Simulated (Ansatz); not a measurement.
Computed with Ansatz.

A structure relaxed at PBE0-D4/def2-TZVP, charge 0, multiplicity 1:

```xyz
8

Si   -0.589   -0.777    0.107
C     0.472    0.763   -0.217
Cl    2.149    0.269   -0.528
Cl    0.360    1.859    1.176
H    -1.990   -0.339    0.326
H    -0.506   -1.658   -1.084
H    -0.048   -1.452    1.307
H     0.151    1.334   -1.086
```

Problem. Give its formula and SMILES.

Solution. CH4Cl2Si, `[SiH3]C(Cl)Cl`.

Problem. Point group (tolerance 0.08 Å, 0.16 Å for H)?

Solution. Cs.

Problem. Summarise the bond lengths by kind.

Solution. 1 × C–Si 1.897 Å; 3 × H–Si 1.480 to 1.484 Å; 2 × C–Cl 1.776 Å; 1 × C–H 1.088 Å.
